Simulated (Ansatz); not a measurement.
## Nudged elastic band run: ClFH₂OZn

Input file:

```yaml
crystal:
  periodic: [false, false, false]
  atoms:
    - { symbol: Zn, position_ang: [0.014746, -2.4e-05, -0.000178] }
    - { symbol: O, position_ang: [-0.128958, -0.045521, 1.81888] }
    - { symbol: H, position_ang: [-0.852085, -0.255685, 2.382985] }
    - { symbol: Cl, position_ang: [-0.321893, -0.089417, -2.11175] }
    - { symbol: F, position_ang: [1.986993, 0.550559, 0.943168] }
    - { symbol: H, position_ang: [1.437197, 0.393588, 1.687194] }
basis:
  gaussian: { orbitals: def2-SVP }
hamiltonian:
  xc: hf
neb:
  order_check: false
  images: 5
  f_tol: 0.05
  max_iterations: 60
  optimiser: fire
  climbing: true
  final_atoms:
    - { symbol: Zn, position_ang: [0.6832809, 0.19258385, -0.24054825] }
    - { symbol: O, position_ang: [-0.03756356, 0.00630129, 1.73616866] }
    - { symbol: H, position_ang: [-0.78115389, -0.25611154, 2.2585484] }
    - { symbol: Cl, position_ang: [-0.67947358, -0.19339638, -1.86669105] }
    - { symbol: F, position_ang: [2.2387214, 0.61267209, 0.54159041] }
    - { symbol: H, position_ang: [0.71218874, 0.19145071, 2.29123084] }
  initial_path:
    images:
      - { positions_ang: [[0.014746, -2.4e-05, -0.000178], [-0.128958, -0.045521, 1.81888], [-0.852085, -0.255685, 2.382985], [-0.321893, -0.089417, -2.11175], [1.986993, 0.550559, 0.943168], [1.437197, 0.393588, 1.687194]] }
      - { positions_ang: [[0.00414732, -0.00169845, 0.00273284], [-0.07608644, -0.02753198, 1.9285874], [-0.85877679, -0.26080645, 2.42420326], [-0.23657512, -0.06600177, -2.15145578], [1.93348966, 0.53409758, 0.82740467], [1.36980137, 0.37544107, 1.68882661]] }
      - { positions_ang: [[-0.00645137, -0.0033729, 0.00564368], [-0.02321487, -0.00954295, 2.03829481], [-0.86546859, -0.2659279, 2.46542151], [-0.15125724, -0.04258655, -2.19116157], [1.87998632, 0.51763616, 0.71164135], [1.30240574, 0.35729414, 1.69045922]] }
      - { positions_ang: [[-0.01705005, -0.00504736, 0.00855452], [0.02965669, 0.00844607, 2.14800221], [-0.87216038, -0.27104935, 2.50663977], [-0.06593935, -0.01917132, -2.23086735], [1.82648298, 0.50117474, 0.59587802], [1.23501011, 0.33914721, 1.69209182]] }
      - { positions_ang: [[0.2163936, 0.06082971, -0.07447973], [0.00724994, 0.00773114, 2.01072436], [-0.84182488, -0.26607008, 2.42394264], [-0.27045076, -0.07724634, -2.10947525], [1.96389579, 0.53834052, 0.57778215], [1.06073632, 0.28991504, 1.89180483]] }
      - { positions_ang: [[0.44983725, 0.12670678, -0.15751399], [-0.01515681, 0.00701621, 1.87344651], [-0.81148939, -0.26109081, 2.34124552], [-0.47496217, -0.13532136, -1.98808315], [2.1013086, 0.5755063, 0.55968628], [0.88646253, 0.24068287, 2.09151783]] }
      - { positions_ang: [[0.6832809, 0.19258385, -0.24054825], [-0.03756356, 0.00630129, 1.73616866], [-0.78115389, -0.25611154, 2.2585484], [-0.67947358, -0.19339638, -1.86669105], [2.2387214, 0.61267209, 0.54159041], [0.71218874, 0.19145071, 2.29123084]] }
```

Command:

```bash
$ ansatz run input.yaml --threads 1 --pin off --max-ram 2048MiB --backend cpu --events-out ev --progress --plain --runs-dir out
```

Output, in part (warnings, iteration lines, the closing report on the highest movable image, with atoms numbered from 0):

```
NEB end point (image 0): max|allowed force component| = 5.442e-3 eV/Å (the criterion of neb.relax_end_points is 1.000e-2)
NEB end point (image 6): max|allowed force component| = 7.526e-3 eV/Å (the criterion of neb.relax_end_points is 1.000e-2)
NEB iter   1: max|band force component| = 3.562e0 eV/Å  barrier→ = 1.7126 eV  barrier← = 2.3743 eV  Δτ_max = 0.0543 Å  (261 SCF iters)
NEB iter   2: max|band force component| = 3.684e0 eV/Å  barrier→ = 1.2566 eV  barrier← = 1.9183 eV  Δτ_max = 0.0939 Å  (191 SCF iters)
NEB iter   3: max|band force component| = 3.361e0 eV/Å  barrier→ = 0.7065 eV  barrier← = 1.3682 eV  Δτ_max = 0.0518 Å  (191 SCF iters)
NEB iter   4: max|band force component| = 2.386e0 eV/Å  barrier→ = 0.5843 eV  barrier← = 1.2459 eV  Δτ_max = 0.0366 Å  (190 SCF iters)
NEB iter   5: max|band force component| = 2.539e0 eV/Å  barrier→ = 0.4808 eV  barrier← = 1.1425 eV  Δτ_max = 0.0538 Å  (191 SCF iters)
NEB iter   6: max|band force component| = 1.577e0 eV/Å  barrier→ = 0.3317 eV  barrier← = 0.9934 eV  Δτ_max = 0.0273 Å  (191 SCF iters)
NEB iter   7: max|band force component| = 1.244e0 eV/Å  barrier→ = 0.2972 eV  barrier← = 0.9589 eV  Δτ_max = 0.0190 Å  (193 SCF iters)
NEB iter   8: max|band force component| = 1.316e0 eV/Å  barrier→ = 0.2691 eV  barrier← = 0.9308 eV  Δτ_max = 0.0251 Å  (194 SCF iters)
NEB iter   9: max|band force component| = 7.629e-1 eV/Å  barrier→ = 0.2216 eV  barrier← = 0.8833 eV  Δτ_max = 0.0119 Å  (194 SCF iters)
NEB iter  10: max|band force component| = 6.699e-1 eV/Å  barrier→ = 0.2088 eV  barrier← = 0.8705 eV  Δτ_max = 0.0101 Å  (195 SCF iters)
NEB iter  11: max|band force component| = 6.922e-1 eV/Å  barrier→ = 0.1979 eV  barrier← = 0.8596 eV  Δτ_max = 0.0157 Å  (195 SCF iters)
NEB iter  12: max|band force component| = 4.075e-1 eV/Å  barrier→ = 0.1784 eV  barrier← = 0.8401 eV  CI = image 3  Δτ_max = 0.0227 Å  (195 SCF iters)
NEB iter  13: max|band force component| = 5.352e-1 eV/Å  barrier→ = 0.1627 eV  barrier← = 0.8244 eV  CI = image 3  Δτ_max = 0.0280 Å  (195 SCF iters)
NEB iter  14: max|band force component| = 3.123e-1 eV/Å  barrier→ = 0.1482 eV  barrier← = 0.8099 eV  CI = image 3  Δτ_max = 0.0329 Å  (192 SCF iters)
NEB iter  15: max|band force component| = 2.395e-1 eV/Å  barrier→ = 0.1433 eV  barrier← = 0.8050 eV  CI = image 3  Δτ_max = 0.0341 Å  (193 SCF iters)
NEB iter  16: max|band force component| = 5.948e-1 eV/Å  barrier→ = 0.1453 eV  barrier← = 0.8070 eV  CI = image 3  Δτ_max = 0.0023 Å  (193 SCF iters)
NEB iter  17: max|band force component| = 3.714e-1 eV/Å  barrier→ = 0.1429 eV  barrier← = 0.8046 eV  CI = image 3  Δτ_max = 0.0036 Å  (195 SCF iters)
NEB iter  18: max|band force component| = 1.873e-1 eV/Å  barrier→ = 0.1418 eV  barrier← = 0.8035 eV  CI = image 3  Δτ_max = 0.0008 Å  (195 SCF iters)
NEB iter  19: max|band force component| = 1.804e-1 eV/Å  barrier→ = 0.1415 eV  barrier← = 0.8032 eV  CI = image 3  Δτ_max = 0.0015 Å  (194 SCF iters)
NEB iter  20: max|band force component| = 1.673e-1 eV/Å  barrier→ = 0.1410 eV  barrier← = 0.8027 eV  CI = image 3  Δτ_max = 0.0022 Å  (194 SCF iters)
NEB iter  21: max|band force component| = 1.969e-1 eV/Å  barrier→ = 0.1405 eV  barrier← = 0.8022 eV  CI = image 3  Δτ_max = 0.0029 Å  (194 SCF iters)
NEB iter  22: max|band force component| = 1.869e-1 eV/Å  barrier→ = 0.1397 eV  barrier← = 0.8014 eV  CI = image 3  Δτ_max = 0.0035 Å  (195 SCF iters)
NEB iter  23: max|band force component| = 1.302e-1 eV/Å  barrier→ = 0.1388 eV  barrier← = 0.8005 eV  CI = image 3  Δτ_max = 0.0040 Å  (194 SCF iters)
NEB iter  24: max|band force component| = 1.349e-1 eV/Å  barrier→ = 0.1378 eV  barrier← = 0.7995 eV  CI = image 3  Δτ_max = 0.0050 Å  (195 SCF iters)
NEB iter  25: max|band force component| = 1.341e-1 eV/Å  barrier→ = 0.1367 eV  barrier← = 0.7984 eV  CI = image 3  Δτ_max = 0.0061 Å  (195 SCF iters)
NEB iter  26: max|band force component| = 1.408e-1 eV/Å  barrier→ = 0.1354 eV  barrier← = 0.7971 eV  CI = image 3  Δτ_max = 0.0073 Å  (195 SCF iters)
NEB iter  27: max|band force component| = 1.474e-1 eV/Å  barrier→ = 0.1342 eV  barrier← = 0.7959 eV  CI = image 3  Δτ_max = 0.0085 Å  (195 SCF iters)
NEB iter  28: max|band force component| = 1.413e-1 eV/Å  barrier→ = 0.1328 eV  barrier← = 0.7945 eV  CI = image 3  Δτ_max = 0.0099 Å  (195 SCF iters)
NEB iter  29: max|band force component| = 1.166e-1 eV/Å  barrier→ = 0.1317 eV  barrier← = 0.7934 eV  CI = image 3  Δτ_max = 0.0121 Å  (195 SCF iters)
NEB iter  30: max|band force component| = 8.126e-2 eV/Å  barrier→ = 0.1306 eV  barrier← = 0.7923 eV  CI = image 3  Δτ_max = 0.0141 Å  (195 SCF iters)
NEB iter  31: max|band force component| = 8.490e-2 eV/Å  barrier→ = 0.1292 eV  barrier← = 0.7909 eV  CI = image 3  Δτ_max = 0.0146 Å  (195 SCF iters)
NEB iter  32: max|band force component| = 8.130e-2 eV/Å  barrier→ = 0.1276 eV  barrier← = 0.7893 eV  CI = image 3  Δτ_max = 0.0142 Å  (195 SCF iters)
NEB iter  33: max|band force component| = 1.601e-1 eV/Å  barrier→ = 0.1258 eV  barrier← = 0.7874 eV  CI = image 3  Δτ_max = 0.0041 Å  (195 SCF iters)
NEB iter  34: max|band force component| = 2.599e-1 eV/Å  barrier→ = 0.1256 eV  barrier← = 0.7873 eV  CI = image 3  Δτ_max = 0.0019 Å  (195 SCF iters)
NEB iter  35: max|band force component| = 7.736e-2 eV/Å  barrier→ = 0.1256 eV  barrier← = 0.7873 eV  CI = image 3  Δτ_max = 0.0023 Å  (195 SCF iters)
NEB iter  36: max|band force component| = 1.883e-1 eV/Å  barrier→ = 0.1255 eV  barrier← = 0.7872 eV  CI = image 3  Δτ_max = 0.0003 Å  (195 SCF iters)
NEB iter  37: max|band force component| = 1.573e-1 eV/Å  barrier→ = 0.1255 eV  barrier← = 0.7872 eV  CI = image 3  Δτ_max = 0.0006 Å  (195 SCF iters)
NEB iter  38: max|band force component| = 1.010e-1 eV/Å  barrier→ = 0.1255 eV  barrier← = 0.7872 eV  CI = image 3  Δτ_max = 0.0007 Å  (195 SCF iters)
NEB iter  39: max|band force component| = 5.405e-2 eV/Å  barrier→ = 0.1255 eV  barrier← = 0.7872 eV  CI = image 3  Δτ_max = 0.0007 Å  (195 SCF iters)
NEB iter  40: max|band force component| = 5.996e-2 eV/Å  barrier→ = 0.1255 eV  barrier← = 0.7872 eV  CI = image 3  Δτ_max = 0.0001 Å  (195 SCF iters)
NEB iter  41: max|band force component| = 5.176e-2 eV/Å  barrier→ = 0.1255 eV  barrier← = 0.7871 eV  CI = image 3  Δτ_max = 0.0002 Å  (195 SCF iters)
NEB iter  42: max|band force component| = 4.820e-2 eV/Å  barrier→ = 0.1254 eV  barrier← = 0.7871 eV  CI = image 3  Δτ_max = 0.0000 Å  (502 SCF iters)
Total energy: -65642.66129907 eV, -2412.3233085470 hartree
Atom 0 at     0.201687     0.056981    -0.084011 Å, force    -0.009307     0.002618    -0.004655 eV/Å
Atom 1 at    -0.089101    -0.001898     1.788996 Å, force    -0.021668     0.003301    -0.031125 eV/Å
Atom 2 at    -0.661382    -0.228112     2.500249 Å, force    -0.000925    -0.008887    -0.009694 eV/Å
Atom 3 at    -0.312533    -0.087660    -2.158946 Å, force    -0.029816    -0.010961    -0.002848 eV/Å
Atom 4 at     1.882561     0.509531     0.965955 Å, force     0.029553     0.002771     0.058029 eV/Å
Atom 5 at     1.114768     0.304659     1.708055 Å, force     0.032163     0.011159    -0.009706 eV/Å
Dipole moment:    -0.297718    -0.113849     0.684013 e Å
```

It converged. Another band between the same ends (5 images) ends at a top of the same energy, where a vibrational analysis finds 2 clearly imaginary modes. The orbitals stay closed-shell, which can raise the energy where a bond breaks towards radicals; this wasn't checked here.

Final band (atoms are numbered from 1 in the order of the input):

```
image  path coordinate (Å)  energy (kJ/mol)  F5–H6 (Å)  O2–H6 (Å)
    0                 0.00              0.0       0.94       1.63
    1                 0.17              1.8       0.96       1.52
    2                 0.34              7.2       1.00       1.39
    3                 0.50             12.1       1.09       1.24
    4                 0.94            -39.5       1.57       0.99
    5                 1.37            -60.9       2.00       0.96
    6                 1.81            -63.8       2.36       0.95
```

The run took 4.6 min on 1 thread of Arm Neoverse V2, on a shared host, peak memory 0.18 GiB.
